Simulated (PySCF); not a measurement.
Compound: C5H6OS.
Bonds: C1–S2, S2–C3, C3–C4 (aromatic), C4–C5 (aromatic), C5–O6 (aromatic), O6–C7 (aromatic), C3–C7 (aromatic). Hydrogens: H8, H9, H10 on C1; H11 on C4; H12 on C5; H13 on C7.

NICS is the negative of the GIAO shielding at a point without a nucleus: at the ring centre (0) and 1 Å above and below it (1); zz is the component along the ring normal. Level: GIAO PBE0/pcSseg-1 (PySCF, non-relativistic, gas phase) on the GFN2-xTB geometry, one conformer.

Ring bond lengths (Å), with Mayer bond orders in brackets: C3–C4 1.423 (1.23), C4–C5 1.358 (1.61), C5–O6 1.342 (1.09), O6–C7 1.348 (1.05), C7–C3 1.366 (1.53).

Question: Give the NICS values of each ring in ppm.

Answer: 
```tsv
ring	type	NICS(0)	NICS(1), two faces	NICS(1)zz, two faces	rms pucker (Å)	centre to ring atoms, mean (Å)
C3–C4–C5–O6–C7	5-membered ring with O; formal bonds all aromatic	-11.8	-10.0 / -10.0	-25.2 / -25.2	0.00	1.16
```

Question: What do they say, and how far can they be read as aromaticity?

Answer: 
- C3–C4–C5–O6–C7: mean NICS(1)zz -25.2 ppm, shielded, aromatic by this magnetic criterion (flat ring, no four-coordinate atom).

Question: And the bond-length index? Use HOMA with the parameters of Krygowski (1993).

Answer: 
- C3–C4–C5–O6–C7: HOMA 0.46; the largest term is that of O6–C7, α(R − Ropt)² = 1.09.

Shape of the structure used: `[CH3:1][S:2][c:3]1[cH:4][cH:5][o:6][cH:7]1`: C1–S2–C3–C4 180°.
